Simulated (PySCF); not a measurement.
C4H10B, SMILES C(C)[B]CC, multiplicity 2.

Geometry: r2SCAN-D4/def2-SVP. The isomer is the one that the SMILES or the coordinates give; other isomers of the formula were not compared. One conformer was computed; it need not be the lowest.

Computed with TDA-M06-2X/def2-SVPD (PySCF).

Vertical excitations. 

| state | energy (eV) | λ (nm) | f | main pairs |
|---|---|---|---|---|
| root 1 | 1.42 | 872 | 0.004 | α HOMO→LUMO 98 % |
| root 2 | 4.49 | 276 | 0.014 | α HOMO→LUMO+1 93 % |
| root 3 | 4.86 | 255 | 0.001 | β HOMO→LUMO 92 % |
| root 4 | 5.41 | 229 | 0.065 | α HOMO→LUMO+2 52 %, α HOMO→LUMO+3 38 % |
| root 5 | 5.63 | 220 | 0.038 | α HOMO→LUMO+3 51 %, α HOMO→LUMO+2 40 % |
| root 6 | 5.66 | 219 | 0.000 | α HOMO−1→LUMO 77 %, β HOMO→LUMO+1 15 % |
| root 7 | 6.15 | 202 | 0.000 | α HOMO−1→LUMO 17 %, β HOMO→LUMO+1 73 % |
| root 8 | 6.25 | 198 | 0.026 | α HOMO→LUMO+5 57 %, α HOMO→LUMO+6 20 %, α HOMO→LUMO+4 12 % |
| root 9 | 6.42 | 193 | 0.032 | α HOMO→LUMO+4 68 % |
| root 10 | 6.50 | 191 | 0.000 | β HOMO−1→LUMO 89 % |
Unrestricted roots are not spin-pure.
